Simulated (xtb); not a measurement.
Job for xtb: GFN1-xTB on Cl2 (SMILES ClCl).

```
$ xtb mol.xyz --gfn 1 --sp --chrg 0 --uhf 0
2

Cl     0.00000000     0.00000000     1.00675153
Cl    -0.00000000    -0.00000000    -1.00675153
```

The log:

```
[...]
           -------------------------------------------------
          |                Calculation Setup                |
           -------------------------------------------------



           -------------------------------------------------
          |                 G F N 1 - x T B                 |
           -------------------------------------------------

        Reference                      10.1021/acs.jctc.7b00118
      * Hamiltonian:
        H0-scaling (s, p, d)           1.850000    2.250000    2.000000
        zeta-weighting                 0.000000
      * Dispersion:
        s8                             2.400000
        a1                             0.630000
        a2                             5.000000
        s9                             0.000000
      * Repulsion:
        kExp                           1.500000
        rExp                           1.000000
      * Coulomb:
        alpha                          2.000000
        third order                    atomic
        anisotropic                    false
      * Halogen bond correction:
        rad-scale                      1.300000
        damping                        0.440000


          ...................................................
          :                      SETUP                      :
          :.................................................:
          :  # basis functions                  20          :
          :  # atomic orbitals                  18          :
          :  # shells                            6          :
          :  # electrons                        14          :
          :  # halogen bonds                     0          :
          :  max. iterations                   250          :
          :  Hamiltonian                  GFN1-xTB          :
          :  restarted?                      false          :
          :  GBSA solvation                  false          :
          :  PC potential                    false          :
          :  electronic temp.          300.0000000     K    :
          :  accuracy                    1.0000000          :
          :  -> integral cutoff          0.2500000E+02      :
          :  -> integral neglect         0.1000000E-07      :
          :  -> SCF convergence          0.1000000E-05 Eh   :
          :  -> wf. convergence          0.2000000E-04 e    :
          :  Broyden damping             0.4000000          :
          :  net charge                          0          :
          :  unpaired electrons                  0          :
          ...................................................

 iter      E             dE          RMSdq      gap      omega  full diag
   1     -8.4761885 -0.847619E+01  0.443E-01    3.52       0.0  T
   2     -8.4761885 -0.551652E-08  0.266E-01    3.52       1.0  T
   3     -8.4761885 -0.293870E-08  0.409E-04    3.52     172.7  T
   4     -8.4761885 -0.121680E-11  0.239E-04    3.52     296.5  T
   5     -8.4761885 -0.639488E-12  0.236E-11    3.52  100000.0  T
   6     -8.4761885 -0.177636E-14  0.311E-14    3.52  100000.0  T

   *** convergence criteria satisfied after 6 iterations ***

         #    Occupation            Energy/Eh            Energy/eV
      -------------------------------------------------------------
         1        2.0000           -0.9271896             -25.2301
         2        2.0000           -0.8871628             -24.1409
         3        2.0000           -0.5438441             -14.7988
         4        2.0000           -0.5048456             -13.7375
         5        2.0000           -0.5048456             -13.7375
         6        2.0000           -0.4341674             -11.8143
         7        2.0000           -0.4341674             -11.8143 (HOMO)
         8                         -0.3049605              -8.2984 (LUMO)
         9                         -0.0471240              -1.2823
        10                         -0.0471240              -1.2823
        11                         -0.0450704              -1.2264
        12                         -0.0450704              -1.2264
       ...                                ...                  ...
        18                          0.1929215               5.2497
      -------------------------------------------------------------
                  HL-Gap            0.1292069 Eh            3.5159 eV
             Fermi-level           -0.3695640 Eh          -10.0563 eV

 SCC (total)                   0 d,  0 h,  0 min,  0.004 sec
 SCC setup                      ...        0 min,  0.000 sec (  3.536%)
 Dispersion                     ...        0 min,  0.000 sec (  1.459%)
 classical contributions        ...        0 min,  0.000 sec (  1.405%)
 integral evaluation            ...        0 min,  0.001 sec ( 26.022%)
 iterations                     ...        0 min,  0.002 sec ( 42.538%)
 molecular gradient             ...        0 min,  0.001 sec ( 17.150%)
 printout                       ...        0 min,  0.000 sec (  7.340%)

         :::::::::::::::::::::::::::::::::::::::::::::::::::::
         ::                     SUMMARY                     ::
         :::::::::::::::::::::::::::::::::::::::::::::::::::::
         :: total energy              -8.474286104950 Eh    ::
         :: gradient norm              0.001530138856 Eh/a0 ::
         :: HOMO-LUMO gap              3.515899446314 eV    ::
         ::.................................................::
         :: SCC energy                -8.476188493460 Eh    ::
         :: -> electrostatic           0.000000320324 Eh    ::
         :: repulsion energy           0.002261654551 Eh    ::
         :: dispersion energy         -0.000359266042 Eh    ::
         :: halogen bond corr.         0.000000000000 Eh    ::
         :: add. restraining           0.000000000000 Eh    ::
         :: total charge              -0.000000000000 e     ::
         :::::::::::::::::::::::::::::::::::::::::::::::::::::

           -------------------------------------------------
          |                Property Printout                |
           -------------------------------------------------

    * Orbital Energies and Occupations

         #    Occupation            Energy/Eh            Energy/eV
      -------------------------------------------------------------
         1        2.0000           -0.9271896             -25.2301
         2        2.0000           -0.8871628             -24.1409
         3        2.0000           -0.5438441             -14.7988
         4        2.0000           -0.5048456             -13.7375
         5        2.0000           -0.5048456             -13.7375
         6        2.0000           -0.4341674             -11.8143
         7        2.0000           -0.4341674             -11.8143 (HOMO)
         8                         -0.3049605              -8.2984 (LUMO)
         9                         -0.0471240              -1.2823
        10                         -0.0471240              -1.2823
        11                         -0.0450704              -1.2264
        12                         -0.0450704              -1.2264
        13                         -0.0386394              -1.0514
        14                         -0.0386394              -1.0514
        15                         -0.0154026              -0.4191
        16                         -0.0007222              -0.0197
        17                         -0.0007222              -0.0197
        18                          0.1929215               5.2497
      -------------------------------------------------------------
                  HL-Gap            0.1292069 Eh            3.5159 eV
             Fermi-level           -0.3695640 Eh          -10.0563 eV

  Mulliken/CM5 charges         n(s)   n(p)   n(d)
     1Cl   -0.00000 -0.00000   1.970  4.998  0.032
     2Cl   -0.00000 -0.00000   1.970  4.998  0.032
Note: The following floating-point exceptions are signalling: IEEE_DENORMAL
normal termination of xtb

Wiberg/Mayer (AO) data.
largest (>0.10) Wiberg bond orders for each atom

 ---------------------------------------------------------------------------
     #   Z sym  total        # sym  WBO       # sym  WBO       # sym  WBO
 ---------------------------------------------------------------------------
     1  17 Cl   1.130 --     2 Cl   1.130
     2  17 Cl   1.130 --     1 Cl   1.130
 ---------------------------------------------------------------------------

Topologies differ in total number of bonds
Writing topology from bond orders to xtbtopo.mol

 dipole moment from electron density (au)
     X       Y       Z
   0.0000  -0.0000   0.0000  total (Debye):    0.000


           -------------------------------------------------
          | TOTAL ENERGY               -8.474286104950 Eh   |
          | GRADIENT NORM               0.001530138856 Eh/α |
          | HOMO-LUMO GAP               3.515899446314 eV   |
           -------------------------------------------------

------------------------------------------------------------------------
------------------------------------------------------------------------
 total:
 SCF:
```

The run finished.

Cost: roughly 0.06 core-seconds.
